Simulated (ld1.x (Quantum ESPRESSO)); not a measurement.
## Ni: one change to an RRKJ potential, before and after

Ni, norm-conserving RRKJ (Kleinman–Bylander form), made with ld1.x (Quantum ESPRESSO) 7.5 (PBE, scalar-relativistic). Core [Ne] 3s2, reference 3p6 3d8 4s0 4p0 (charge +2). Waves: 3p (bound): rc 1.20 bohr; 3d (bound): rc 1.35 bohr; 4s (bound, empty): rc 2.00 bohr. Local part: the s channel. Core correction: none. rho0 = 0.001.

All-electron outer shells of the reference configuration (PBE, scalar-relativistic, ld1.x):

```tsv
shell	level (eV)	outermost node (bohr)	outermost maximum (bohr)
3s	-130.75	0.30	0.64
3p	-91.10	0.27	0.65
3d	-28.37	–	0.63
4s	-21.65	0.91	2.02
4p	-15.02	0.99	2.44
```

Change: all radii scaled by about 1.21 (s 2.42, p 1.46, d 1.64 bohr).

Cutoffs: the cutoffs (Ry, on a coarse ladder) from which the occupation-weighted sum of valence levels, in a spherical-Bessel basis at the reference potential, stays within 10 and 1 mRy of its value at 400 Ry; they do not see the model core or the augmentation charge, which bear on the density cutoff. Errors are all-electron minus pseudo energies relative to the spin-unpolarised reference configuration.

**Question.** Predict the effect on cutoff, ghosts and configuration errors.

**Answer.** The potential gets softer (100 Ry and 160 Ry → 70 Ry and 110 Ry); of the 6 tests that both files solve, the error grows in 1 and shrinks in 2 by more than 15 % and 0.3 meV (median size 1037.4 → 926.9 meV); neither file shows a bound ghost at the reference potential, the only one tested. A larger radius leaves more room for a smooth pseudo-wave, so fewer plane waves are needed.

| quantity | base | changed |
| --- | --- | --- |
| cutoff, loose | 100 Ry | 70 Ry |
| cutoff, tight | 160 Ry | 110 Ry |
| loose cutoff by channel (10 mRy a level) | p 70 Ry, d 90 Ry | p 55 Ry, d 60 Ry |
| bound ghosts | none | none |
| tests counted (converged, no solver errors) | 6 of 7 | 6 of 7 |
| error for 3p6 3d8 4s1 4p0, meV [ΔE -17.35 eV] | +0.4 | +2.4 |
| error for 3p6 3d7 4s0 4p0, meV [ΔE 37.47 eV] | -263 | -128 |
| error for 3p6 3d8 4s0 4p2, meV [ΔE -17.17 eV] | -1565 | -1565 |
| error for 3p5 3d8 4s2 4p0, meV [ΔE 52.85 eV] | -910 | -906 |
| error for 3p6 3d8 4s0 4p1, meV [ΔE -11.67 eV] | -1165 | -1171 |
| error for 3p6 3d7 4s2 4p1, meV [ΔE -16.13 eV] | -1259 | -948 |

Base: Tests not counted: 3p6 3d8 4s2 4p0 (pseudo-atom not self-consistent, printed error +0.9 meV). These tests converged, but a pseudo level misses the all-electron one widely, so the file describes the atom poorly there or has found another state: 3p6 3d7 4s0 4p0: empty 4p by 3.0 eV (a node warning on the way). ld1.x printed “convergence not achieved” for 3 of the counted tests; their residual had stalled under 1e-8, short of the target of 1e-14. Changed file: Tests not counted: 3p6 3d8 4s2 4p0 (pseudo-atom not self-consistent, printed error -2294 eV). These tests converged, but a pseudo level misses the all-electron one widely, so the file describes the atom poorly there or has found another state: 3p6 3d7 4s0 4p0: empty 4p by 3.1 eV. ld1.x printed “convergence not achieved” for 3 of the counted tests; their residual had stalled under 1e-8, short of the target of 1e-14.
